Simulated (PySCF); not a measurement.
Molecule: `Nc1ccccc1Cl`, C$_{6}$H$_{6}$ClN.

Atom-mapped SMILES (the numbers label the heavy atoms): `[NH2:1][c:2]1[cH:3][cH:4][cH:5][cH:6][c:7]1[Cl:8]`; H(Xn) means a hydrogen on atom n.

Geometry PBE0-D3(BJ)/def2-SVP throughout; GIAO in PySCF, gas phase, one conformer, non-relativistic; equivalent atoms averaged; functional PBE0.

Q: How do the shifts δ (against NH3, TMS, HCl at the same level) depend on the basis set? (a selection of nuclei; ppm; last column core-seconds on shared hosts with different chips, so compare them loosely)

A: 
```tsv
basis set	functions	N1	C2	C4	C6	C5	C3	Cl8	H(C4)	H(C5)	core-s
STO-3G	50	36.3	113.7	110.0	109.8	103.7	99.5	52.8	6.81	6.51	4.4
pcSseg-0	88	73.0	150.7	138.0	139.4	125.8	121.9	122.0	6.96	6.51	8.2
6-31G	88	57.3	135.3	124.1	125.8	113.4	109.9	98.8	7.02	6.63	9.3
6-31G*	128	58.2	134.6	121.8	124.0	110.9	107.0	115.2	6.90	6.46	15
cc-pVDZ	146	68.6	141.6	127.2	129.2	116.0	112.0	144.7	6.91	6.49	17
def2-SVP	146	67.5	139.7	125.5	127.2	114.0	110.4	138.6	6.81	6.34	15
pcSseg-1	173	75.4	147.8	133.3	135.3	121.6	117.0	165.2	7.11	6.68	23
aug-cc-pVDZ	242	67.2	141.7	126.4	128.3	115.9	112.0	164.3	7.24	6.79	36
6-311+G(2d,p)	260	70.8	146.9	131.2	133.6	120.0	115.9	182.4	7.19	6.78	39
def2-TZVP	290	72.3	149.3	132.7	135.1	121.0	116.9	178.9	7.21	6.78	47
cc-pVTZ	328	74.0	147.9	132.1	134.3	120.6	116.1	161.7	7.17	6.74	57
```

Q: Which nucleus among those listed moves most, in ppm?

A: Cl8 (chlorine bonded to C): from 52.8 ppm with STO-3G to 182.4 ppm with 6-311+G(2d,p). The smallest spread is 0.43 ppm, at H(C4). Proton shifts span only some 12 ppm, so a few tenths of a ppm matter as much there as several ppm in carbon.

Q: Taking the largest basis, cc-pVTZ (328 functions), as the yardstick, rank the others by their worst heavy-atom deviation.

A: pcSseg-1 3.5 ppm (173 functions), aug-cc-pVDZ 6.8 ppm (242 functions), cc-pVDZ 17.0 ppm (146 functions), def2-TZVP 17.2 ppm (290 functions), 6-311+G(2d,p) 20.7 ppm (260 functions), def2-SVP 23.1 ppm (146 functions), pcSseg-0 39.7 ppm (88 functions), 6-31G* 46.5 ppm (128 functions), 6-31G 62.9 ppm (88 functions), STO-3G 109.0 ppm (50 functions).

A small basis that lands close on one nucleus may do so by chance; judge by the trend and by all nuclei.
